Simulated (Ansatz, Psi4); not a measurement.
**How methods differ on GeH2 (SMILES [GeH2])**

The species is GeH2 (3 atoms), meant as a singlet with charge 0. As SMILES, `[GeH2]`. The shape is that of a PBE0-D4/def2-TZVP optimisation.

```xyz
3

Ge   -0.5701    0.4051   -0.2637
H     0.7830    0.7436    0.5090
H    -0.2129   -1.1487   -0.2453
```

Each level gives the electronic atomisation energy (eV). The values are calculated. Electronic energies at fixed atoms, without zero-point motion or spin-orbit coupling.

```json
{"level": "M06-L/def2-TZVPPD", "kind": "meta-GGA", "program": "Psi4", "value (eV)": "6.24", "CPU time (all runs)": "31 s"}
{"level": "r2SCAN/def2-TZVPPD", "kind": "meta-GGA", "program": "Ansatz", "value (eV)": "6.08", "CPU time (all runs)": "13 s"}
{"level": "r2SCAN0/def2-TZVPPD", "kind": "hybrid meta-GGA", "program": "Ansatz", "value (eV)": "6.00", "CPU time (all runs)": "13 s"}
{"level": "HSE06/def2-TZVPPD", "kind": "range-separated hybrid", "program": "Ansatz", "value (eV)": "5.95", "CPU time (all runs)": "7.7 s"}
{"level": "wB97M-V/def2-TZVPPD", "kind": "range-separated hybrid", "program": "Ansatz", "value (eV)": "6.16", "CPU time (all runs)": "36 s"}
{"level": "PBE-QIDH/def2-TZVPPD", "kind": "double hybrid", "program": "Ansatz", "value (eV)": "5.94", "CPU time (all runs)": "8.8 s"}
{"level": "BCCD(T)/def2-TZVPPD", "kind": "coupled cluster or CI", "program": "Ansatz", "value (eV)": "6.12", "CPU time (all runs)": "11 s"}
{"level": "CCSD/def2-TZVPPD", "kind": "coupled cluster or CI", "program": "Psi4", "value (eV)": "6.07", "CPU time (all runs)": "23 s"}
{"level": "FCI/STO-3G", "kind": "full CI, core frozen", "program": "Ansatz", "value (eV)": "7.92", "CPU time (all runs)": "0.67 s"}
```

All-electron rows without a relativistic Hamiltonian named are non-relativistic. The values span 5.94 to 7.92 eV. High-level rows in very small sets aren't better than simpler rows in larger ones. In the correlated wave-function rows the outer d shell of Ge is correlated, in sets not made for it. In so small a basis fixed costs decide the times, and correlated methods can beat functionals. Times are those of the runs behind each value, whatever else they computed, on shared processors of several kinds: orders of magnitude only.
